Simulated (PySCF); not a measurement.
Si(H)2(OH)(SMe) (CH₆OSSi), SMILES CS[SiH2]O.

Geometry optimised at PBE0-D3(BJ)/def2-SVP. One conformer was computed; it need not be the lowest.

Level of theory: PBE0/def2-TZVP (PySCF).

Isolated molecule, no solvent.

The total energy comes out as -804.37108 hartree and the highest occupied level comes out as -7.07 eV. The lowest empty level is 0.02 eV and the orbital gap is 7.09 eV. The dipole moment comes out as 2.66 D, the quadrupole, principal values (traceless, Buckingham form, about the centre of nuclear charge) is -3.53, -2.17, 5.70 D·Å and the mean static polarisability is 60.5 bohr³ (8.97 Å³). The polarisability, principal values comes out as 50.4, 58.1, 73.2 bohr³.
